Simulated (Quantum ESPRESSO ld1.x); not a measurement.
Q: A nucleus of charge 9.5 with 9 electrons, 9 electrons, occupied as [He] 2s2 2p5. Method: non-relativistic Kohn-Sham, LDA (Slater exchange, VWN5 correlation), spin-unpolarised, spherical densities, point nucleus; computed with ld1.x of Quantum ESPRESSO 7.5. Some entries of the table are withheld. Estimate them.

orbital,occ.,eigenvalue (hartree),<r^2> (bohr^2)
1s,2,(1),0.03793
2s,2,(2),1.064
2p,5,-0.76989,1.260

A: 
(1) 1s eigenvalue (hartree): -27.5336
(2) 2s eigenvalue (hartree): -1.52233
